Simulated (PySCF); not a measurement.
## SiSn⁺: frontier orbitals

UHF at R = 2.558 Å; Si def2-SVPD, Sn def2-SVPD with ECP28; scalar-relativistic core potentials (PySCF 2.14). State: ⁴Σ⁻ (quartet), unpaired electrons σ ↑, π ↑↑. Only the outer orbitals are listed, counted within each symmetry, core potentials removing the inner ones.

```
spin  orbital  occ.  ε (eV)  on Si (%)            main shells (%)
   α       7σ     1  -25.10         63           57 Si s, 32 Sn s
   α       8σ     1  -19.97         45   51 Sn s, 36 Si s, 9 Si p
   α       9σ     1  -14.66         52   50 Si p, 38 Sn p, 9 Sn s
   α       4π     1  -13.63         66           62 Si p, 32 Sn p
   α       4π     1  -13.63         66           62 Si p, 32 Sn p
   α       5π     0   -5.61         37           60 Sn p, 34 Si p
   α       5π     0   -5.61         37           60 Sn p, 34 Si p
   α      10σ     0   -2.55         40  24 Sn s, 23 Sn p, 20 Si p
   β       7σ     1  -21.01         48           51 Sn s, 43 Si s
   β       8σ     1  -16.64         51           51 Si s, 43 Sn s
   β       9σ     0   -5.83         48  50 Sn p, 37 Si p, 10 Si s
   β       4π     0   -5.51         22           76 Sn p, 22 Si p
   β       4π     0   -5.51         22           76 Sn p, 22 Si p
```

Problem. Which are the highest filled and the lowest empty level, where do they sit, and how wide is the gap?

Solution. Highest filled α 4π at -13.63 eV (in %: 62 Si p, 32 Sn p); lowest empty β 9σ at -5.83 eV (in %: 50 Sn p, 37 Si p, 10 Si s); the gap at UHF is 7.80 eV.

- bond order (Mayer): 1.58
- ⟨S²⟩: 3.762
- charge on Si (Mulliken, basis-dependent): 0.09
- charge on Si (Löwdin, basis-dependent): 0.31
- dipole moment (positive dipole points towards Sn; it is taken about the centre of mass and depends on that origin): -1.59 D
- polarisability along the bond: 123.5 bohr³
- polarisability across the bond: 52.8 bohr³

Spin–orbit coupling is left out. The state was picked by a PBE0 search and need not be the measured ground state.
